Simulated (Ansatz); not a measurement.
**Correcting a cheap level on molecular compounds of Al**

The vertical ionisation energy (cation less neutral) in eV of 7 molecular compounds of Al: x at wB97M-V/def2-TZVPP, y at CCSD(T)/def2-TZVPP. Shapes, held fixed at every level: PBE0-D4/def2-TZVP. Flexible molecules stand in one conformer, not always the lowest. Programs: Ansatz 0.2.0.

| molecule | x (eV) | y (eV) |
| --- | --- | --- |
| C6H14AlCl (SMILES C[CH](C)[Al]([Cl])[CH](C)C) | 8.88 | 8.95 |
| C2H7AlOS (SMILES C[CH2][Al]([OH])[SH]) | 9.94 | ? |
| AlSi2NH7Cl (SMILES [SiH3][N]([SiH3])[AlH][Cl]) | 10.00 | 10.09 |
| C2HAlCl2 (SMILES C#[C][Al]([Cl])[Cl]) | 11.04 | 11.19 |
| AlBr2Cl (SMILES [Cl][Al]([Br])[Br]) | 11.14 | 11.19 |
| Al(CH3)F2 | 11.95 | 11.90 |
| Al(OH)F2 | 13.02 | 12.99 |

Q: Fit y = c + s·x to the known rows and predict y for C2H7AlOS.

A: 
1. Means of the 6 rows: x = 11.0050, y = 11.052.
2. Σ(Δx)² = 10.498, Σ(Δx·Δy) = 10.163, so the slope is 10.163/10.498 = 0.96809.
3. Intercept: 11.052 − (0.96809) × 11.0050 = 0.398. The largest residual of the fit is 0.10.
4. C2H7AlOS: 0.398 + 0.96809 × 9.94 = 10.02 eV.

CCSD(T)/def2-TZVPP gives 9.89 eV, so the prediction is off by +0.13 eV, more than the largest residual. Uncorrected, wB97M-V/def2-TZVPP misses C2H7AlOS by +0.05 eV, and the other rows by 0.07 on average. The line makes this one worse. Left out in turn, the other rows are missed by 0.06 eV on average, hardly better than no correction. Cations run unrestricted. Relativity is left out for Br. Outer-core shells of Br are correlated, in sets that cover them unevenly.
